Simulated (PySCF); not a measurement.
```xyz
3
charge -1 multiplicity 2, angstrom
Hf    0.0000    0.0000    0.0000
O     0.0000    0.0000    1.9079
O     0.0000    0.0000   -1.9079
```

Method: PySCF, UPBE0, basis Hf def2-SVPD with ECP60, O def2-SVPD (scalar-relativistic core potentials, no spin–orbit coupling, density fitting).

This geometry of HfO₂⁻ is a stationary point at this level.

Problem. What is the point group?

Solution. D∞h.

Problem. Is it a minimum?

Solution. No: it has 2 imaginary modes (one degenerate set), at 259i cm⁻¹ (πu).

Problem. List the harmonic modes with their infrared intensities.

Solution. 
```json
{"symmetry": "πu", "ω (cm⁻¹)": "259i", "IR (km/mol, summed over degenerate members)": "–"}
{"symmetry": "σu+", "ω (cm⁻¹)": "639", "IR (km/mol, summed over degenerate members)": "683"}
{"symmetry": "σg+", "ω (cm⁻¹)": "796", "IR (km/mol, summed over degenerate members)": "0.0"}
```

Problem. Give the atomic charges and bond orders.

Solution. 
```tsv
atom	Mulliken	Löwdin	polar tensor	spin (Mulliken)	Mayer order to Hf1
Hf1	0.96	0.86	1.41	1.26	–
O2,3	-0.98	-0.93	-1.21	-0.13	1.46
```

In D∞h the vibrations span πu + σu+ + σg+. The σg+ mode carries no infrared intensity, as symmetry demands. With a centre of inversion only u modes can be infrared active and only g modes Raman active.

Only a few start shapes were tried, so a lower isomer may exist. Open d and f shells are described by one determinant, and the ground state may have another occupation or spin. The lowest empty level of this anion is unbound, so it and the gap depend on the basis. At this level a doublet minimum of C2v symmetry lies 160 kJ/mol below this structure. No spin–orbit coupling is included, which matters more the heavier the element.
